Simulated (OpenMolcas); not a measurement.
An OpenMolcas run meant for neutral carbon (ANO-RCC-VDZP, DKH3; inactive shells 1s 2s; intended active space 2 electrons in 3 orbitals (2p)). One step of its input:

```
&RASSCF
FileOrb=start.orb
Symmetry=2
Spin=3
nActEl=2 0 0
Inactive=2 0
Ras2=0 3
CIRoot=3 3 1
SDav=3
CIMx=300
Iter=56 100
PrWF=0.3
OrbListing=Nothing
MaxOrb=0
Atom
>>> COPY $Project.JobIph JOB001
```

Lines from the output:

```
...
      Number of secondary orbitals               9
      Spin quantum number                      1.0
      State symmetry                             2
Orbital specifications:
      -----------------------

      Symmetry species                           1   2
                                                ag  au
      Frozen orbitals                            0   0
      Inactive orbitals                          2   0
      Active orbitals                            0   3
      RAS1 orbitals                              0   0
      RAS2 orbitals                              0   3
      RAS3 orbitals                              0   0
      Secondary orbitals                         6   3
      Deleted orbitals                           0   0
      Number of basis functions                  8   6
      Number of CSFs                             0
      Number of root(s) required                 3
 ************ ERROR ***********
  You can't ask for more roots
  than there are configurations
 ******************************
--- Stop Module: rasscf at  /rc=_RC_INPUT_ERROR_ ---
.####################.
.# User input error #.
.####################.
```

Problem. What is wrong with the input?

Solution. The state symmetry names the wrong parity for these configurations.
